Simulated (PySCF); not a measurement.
**Ionisation energy of Ge²⁺ by level of theory**

Ge²⁺ [Ar] 3d10 4s2 (1S) → Ge³⁺ [Ar] 3d10 4s1 (2S), as a difference of total energies. Computed with PySCF 2.14 in aug-cc-pVTZ-PP with ECP10MDF (6s5p4d2f, 55 functions), with a scalar-relativistic core potential. Correlated levels: valence: 3s2 3p6 3d10 frozen. The calculations carry no spin-orbit coupling.

| method | ionisation energy (eV) |
| --- | --- |
| UHF | 32.193 |
| LDA | 34.765 |
| PBE | 34.301 |
| PBE0 | 33.959 |
| r2SCAN | 34.026 |
| M06 | 34.593 |
| MN15 | 33.458 |
| B2PLYP | 33.840 |
| PBEsol | 34.231 |
| MP2 (valence) | 32.980 |
| SCS-MP2 (valence) | 33.138 |

How much does correlation contribute at MP2 (valence)?

32.980 − (32.193) = 0.787 eV, measured against UHF.

Errors of the correlated levels include the incompleteness of this basis and the frozen core.

MP2 underrates the near-degeneracy of ns² with np² in the lower species.

For comparison: 34.058 eV (measured; NIST Atomic Spectra Database, ionization energies).
